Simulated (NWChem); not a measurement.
System: SnBr, doublet; SMILES [Sn][Br]

Input file for NWChem:

```
start job
memory heap 200 mb stack 900 mb global 1100 mb
geometry units angstroms noautosym nocenter noautoz
  Sn     0.000000     0.000000    -1.057279
  Br     0.000000     0.000000     1.502791
end
basis spherical
  Sn library def2-svpd
  Br library def2-svpd
end
ecp
  Sn library def2-ecp
end
dft
  odft
  mult 2
  xc pbe0
  iterations 150
end
tddft
  cis
  nroots 6
end
task tddft energy
```

Parts of the log:

```
             Northwest Computational Chemistry Package (NWChem) 7.3.0
             --------------------------------------------------------

                             Geometry "geometry" -> ""
                             -------------------------

 Output coordinates in angstroms (scale by  1.889725989 to convert to a.u.)

  No.       Tag          Charge          X              Y              Z
 ---- ---------------- ---------- -------------- -------------- --------------
    1 Sn                  50.0000     0.00000000     0.00000000    -1.05727900
    2 Br                  35.0000     0.00000000     0.00000000     1.50279100

 Effective nuclear repulsion energy (a.u.)     361.7323689389

                                 NWChem DFT Module
                                 -----------------

 Summary of "ao basis" -> "ao basis" (spherical)
 ------------------------------------------------------------------------------
       Tag                 Description            Shells   Functions and Types
 ---------------- ------------------------------  ------  ---------------------
 Sn                        def2-svpd                12       32   5s4p3d
 Br                        def2-svpd                15       41   6s5p4d

            General Information
            -------------------
          SCF calculation type: DFT
          Wavefunction type:  spin polarized.
          No. of atoms     :     2
          No. of electrons :    57
           Alpha electrons :    29
            Beta electrons :    28
          Charge           :     0
          Spin multiplicity:     2
          Use of symmetry is: off; symmetry adaption is: off
          Maximum number of iterations: 150
          AO basis - number of functions:    73
                     number of shells:    27
          Convergence on energy requested:  1.00D-06
          Convergence on density requested:  1.00D-05
          Convergence on gradient requested:  5.00D-04

              XC Information
              --------------
                         PBE0 Method XC Functional
                     Hartree-Fock (Exact) Exchange  0.250
          PerdewBurkeErnzerhof Exchange Functional  0.750
            Perdew 1991 LDA Correlation Functional  1.000 local
           PerdewBurkeErnz. Correlation Functional  1.000 non-local

             Grid Information
             ----------------
          Grid used for XC integration:  medium
          Radial quadrature: Mura-Knowles
          Angular quadrature: Lebedev.
          Tag              B.-S. Rad. Rad. Pts. Rad. Cut. Ang. Pts.
          ---              ---------- --------- --------- ---------
          Sn                  1.45      123          12.0       590
          Br                  1.15      112          12.0       590
          Grid pruning is: on
          Number of quadrature shells:   235
          Spatial weights used:  Erf1

      Superposition of Atomic Density Guess
      -------------------------------------

 Sum of atomic energies:       -2821.18100033

      Non-variational initial energy
      ------------------------------

 Total energy =   -2785.385934
 1-e energy   =   -4275.389404
 2-e energy   =    1330.841228
 HOMO         =      -0.061774
 LUMO         =      -0.061774

[...]

                                NWChem TDDFT Module
                                -------------------

            General Information
            -------------------
           No. of orbitals :     146
            Alpha orbitals :      73
             Beta orbitals :      73
        Alpha frozen cores :       0
         Beta frozen cores :       0
     Alpha frozen virtuals :       0
      Beta frozen virtuals :       0
         Spin multiplicity :       2
    Number of AO functions :      73
        Use of symmetry is : off
      Symmetry adaption is : off
         Schwarz screening :  0.10D-07

              XC Information
              --------------
                  PBE0 Method XC Functional
              Hartree-Fock (Exact) Exchange   0.25
   PerdewBurkeErnzerhof Exchange Functional   0.75
     Perdew 1991 LDA Correlation Functional   1.00 local
    PerdewBurkeErnz. Correlation Functional   1.00 non-local

             TDDFT Information
             -----------------
          Calculation type : Tamm-Dancoff TDDFT
         Wavefunction type : Unrestricted
          No. of electrons :      57
           Alpha electrons :      29
            Beta electrons :      28
              No. of roots :       6
          Max subspacesize :    5200
            Max iterations :     100
               Target root :       1
           Target symmetry : none
      Symmetry restriction : off
                 Algorithm : Optimal
        Davidson threshold :  0.10D-03

    6 smallest eigenvalue differences (eV)
--------------------------------------------------------
  No. Spin  Occ  Vir  Irrep   E(Occ)    E(Vir)   E(Diff)
--------------------------------------------------------
    1    1   29   30 a        -0.186    -0.121     1.787
    2    1   29   31 a        -0.186    -0.044     3.880
    3    1   28   30 a        -0.308    -0.121     5.102
    4    1   27   30 a        -0.310    -0.121     5.143
    5    2   28   29 a        -0.301    -0.109     5.239
    6    1   26   30 a        -0.317    -0.121     5.334
--------------------------------------------------------

  Entering Davidson iterations
  Unrestricted

  Iter   NTrls   NConv    DeltaV     DeltaE      Time
  ----  ------  ------  ---------  ---------  ---------
    1      6       0     0.81E-01   0.10+100       13.9
    2     12       0     0.39E-01   0.11E-01       15.1
    3     18       1     0.21E-01   0.73E-02       13.7
    4     23       3     0.11E-01   0.61E-03       12.4
    5     26       4     0.23E-02   0.55E-04       10.3
    6     28       4     0.12E-02   0.88E-05       10.5
    7     30       5     0.34E-03   0.11E-05        9.7
    8     31       6     0.95E-04   0.67E-07        9.2
  ----  ------  ------  ---------  ---------  ---------
  Convergence criterion met

  Ground state a       -2787.886872033965 a.u.
  <S2> =   0.7538

  ----------------------------------------------------------------------------
  Root   1         a              0.002756573 a.u.                0.0750 eV
  <S2> =   0.7640
  ----------------------------------------------------------------------------
     Transition Moments    X -0.00000   Y  0.00000   Z -0.00000
     Dipole Oscillator Strength                    0.0000000000
     Electric Quadrupole                           0.0000000000
     Magnetic Dipole                               0.0000000246
     Total Oscillator Strength                     0.0000000246

     Occ.   29 alpha a   ---  Virt.   30 alpha a        0.99802
  ----------------------------------------------------------------------------
  Root   2         a              0.085142129 a.u.                2.3168 eV
  <S2> =   0.7633
  ----------------------------------------------------------------------------
     Transition Moments    X  0.02226   Y  0.07823   Z -0.00000
     Dipole Oscillator Strength                    0.0003754856
     Electric Quadrupole                           0.0000000061
     Magnetic Dipole                               0.0000003678
     Total Oscillator Strength                     0.0003758596

     Occ.   29 alpha a   ---  Virt.   31 alpha a       -0.99608
     Occ.   29 alpha a   ---  Virt.   40 alpha a       -0.05208
  ----------------------------------------------------------------------------
  Root   3         a              0.125135557 a.u.                3.4051 eV
  <S2> =   2.7358
  ----------------------------------------------------------------------------
     Transition Moments    X  0.02139   Y -0.00609   Z  0.00000
     Dipole Oscillator Strength                    0.0000412730
     Electric Quadrupole                           0.0000000001
     Magnetic Dipole                               0.0000000065
     Total Oscillator Strength                     0.0000412796

     Occ.   25 alpha a   ---  Virt.   30 alpha a       -0.08813
     Occ.   26 alpha a   ---  Virt.   30 alpha a       -0.70424
     Occ.   29 alpha a   ---  Virt.   34 alpha a       -0.07126
     Occ.   25 beta  a   ---  Virt.   29 beta  a        0.09322
     Occ.   27 beta  a   ---  Virt.   29 beta  a        0.69065
  ----------------------------------------------------------------------------
  Root   4         a              0.134075786 a.u.                3.6484 eV
  <S2> =   2.6462
  ----------------------------------------------------------------------------
     Transition Moments    X  0.00000   Y -0.00000   Z  0.12709
     Dipole Oscillator Strength                    0.0014436138
     Electric Quadrupole                           0.0000000009
     Magnetic Dipole                               0.0000000000
     Total Oscillator Strength                     0.0014436147

[...]
```

Level: PBE0/def2-SVPD with def2 effective core potentials on Sn, spin-unrestricted, TDA. The state is orbitally degenerate and is run as one real component. All runs use the structure optimised with PBE0/def2-SVP, spin-unrestricted. This spin state was assumed; another may lie lower. No stability test was run on the SCF state. def2 effective core potentials on Sn; no spin-orbit coupling.
